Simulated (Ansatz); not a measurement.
Harmonic frequencies (cm⁻¹) at PBE0-D4/def2-TZVP from Ansatz: 52, 54, 84, 106, 289, 374, 404, 596, 644, 655, 705, 836, 856, 932, 1145, 1168, 1321, 1338, 1439, 1441, 1460, 1464, 1580, 2412, 3026, 3028, 3099, 3101, 3141, 3145.

Each molecule was computed in one conformer, which needn't be the lowest.

(1) Which molecule is it?
A. `CB(C)N=C=O`
B. `NB(O)C1C=C1`
C. `[SiH3]OB(Cl)O[SiH3]`
D. `BC(=C=N)OC`

## Answers

(1) A.
